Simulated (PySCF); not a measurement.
## Energy of Cu (copper, neutral) between two integer charges

The 4s alpha orbital of [Ar] 3d10 4s1 is emptied in steps (occupation f), with all orbitals relaxed, ending at [Ar] 3d10. Computed with PySCF 2.14 in def2-SVP (5s3p2d1f, 31 functions), with no relativity, point nucleus. The exact energy is a straight line in f; departures are measured from the line between the end points of the same method.

| f | UHF (eV) | LDA (eV) | PBE (eV) | PBE0 (eV) | r2SCAN (eV) | LC-wPBE (eV) | BHandHLYP (eV) | wB97X (eV) | r2SCAN0 (eV) | B3LYP (eV) |
| --- | --- | --- | --- | --- | --- | --- | --- | --- | --- | --- |
| 1 | 0.000 | 0.000 | 0.000 | 0.000 | 0.000 | 0.000 | 0.000 | 0.000 | 0.000 | 0.000 |
| 0.75 | 0.006 | -0.622 | -0.624 | -0.454 | -0.555 | -0.024 | -0.319 | -0.072 | -0.408 | -0.509 |
| 0.5 | 0.008 | -0.829 | -0.840 | -0.609 | -0.735 | -0.032 | -0.429 | -0.091 | -0.539 | -0.683 |
| 0.25 | 0.006 | -0.617 | -0.631 | -0.457 | -0.547 | -0.025 | -0.325 | -0.068 | -0.399 | -0.514 |
| 0 | 0.000 | 0.000 | 0.000 | 0.000 | 0.000 | 0.000 | 0.000 | 0.000 | 0.000 | 0.000 |

```
   method  E(f=0) − E(f=1) (eV)  −ε at f=1 (eV)  −ε at f=0.5 (eV)
      UHF                 6.242           6.276             6.242
      LDA                 7.722           4.421             7.734
      PBE                 7.516           4.222             7.494
     PBE0                 7.280           4.874             7.271
   r2SCAN                 7.351           4.367             7.360
  LC-wPBE                 7.087           6.950             7.084
BHandHLYP                 7.140           5.451             7.126
    wB97X                 7.011           6.613             7.028
  r2SCAN0                 7.213           5.006             7.224
    B3LYP                 7.521           4.829             7.506
```

Orbital energy along the path (eV):

```tsv
f	UHF	LDA	PBE	PBE0	r2SCAN	LC-wPBE	BHandHLYP	wB97X	r2SCAN0	B3LYP
1	-6.276	-4.421	-4.222	-4.874	-4.367	-6.950	-5.451	-6.613	-5.006	-4.829
0.75	-6.259	-6.055	-5.826	-6.057	-5.898	-7.025	-6.279	-6.833	-6.154	-6.148
0.5	-6.242	-7.734	-7.494	-7.271	-7.360	-7.084	-7.126	-7.028	-7.224	-7.506
0.25	-6.226	-9.404	-9.210	-8.511	-8.840	-7.147	-7.993	-7.169	-8.309	-8.887
0	-6.210	-10.886	-10.716	-9.569	-10.128	-7.242	-8.865	-7.322	-9.212	-10.224
```

Reference removal energy between the ground levels: 7.726 eV (measured; NIST Atomic Spectra Database, ionization energies). UHF lacks correlation.
